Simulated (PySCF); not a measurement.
## Stretching GdI

Set-up: basis Gd x2c-SVPall, I x2c-SVPall; spin-free X2C with a Gaussian nucleus; PySCF 2.14. Energies in eV from Gd (4f7 5d1 6s2) + I in their ground configurations at the same level. State: octet, about 7.0 electrons in the 4f shell (Mulliken).

All columns are PBE0. A positive dipole means Gd(−)I(+).

```csv
R (Å),E (eV),μ (D),Mulliken charge on Gd (basis-dependent),HOMO (eV),LUMO (eV),Mayer bond order,⟨S²⟩
2.411,-2.794,-1.55,-0.02,-4.22,-1.80,1.77,15.86
2.524,-3.400,-1.83,0.05,-4.32,-1.93,1.65,15.92
2.636,-3.721,-2.20,0.12,-4.43,-2.05,1.53,15.98
2.720,-3.829,-2.52,0.16,-4.52,-2.15,1.46,16.02
2.804,-3.854,-2.88,0.20,-4.60,-2.24,1.39,16.05
2.888,-3.818,-3.26,0.24,-4.69,-2.34,1.33,16.08
3.000,-3.704,-3.80,0.28,-4.80,-2.47,1.26,16.12
3.140,-3.491,-4.52,0.32,-4.94,-2.63,1.18,16.15
3.309,-3.182,-5.41,0.36,-5.10,-2.82,1.11,16.19
3.533,-2.740,-6.63,0.40,-5.29,-3.04,1.03,16.21
```

A fit through these points gives, at Re = 2.793 Å, μ = -2.83 D and dμ/dR = -4.35 D/Å; the reduced mass is 70.36 u.

How strong is the fundamental in the double-harmonic approximation, I = 42.26·(dμ/dR)²/μred km/mol?

I = 42.26·(-4.35)²/70.36 = 11.4 km/mol at PBE0.

⟨S²⟩ of the unrestricted solution departs from its pure value on part of the curve, where spin states mix. These are scalar-relativistic numbers at best; spin–orbit coupling would shift them, the dissociation energy most. The state is the lowest single determinant that the PBE0 search found; with open d or f shells the true ground state can be another one.
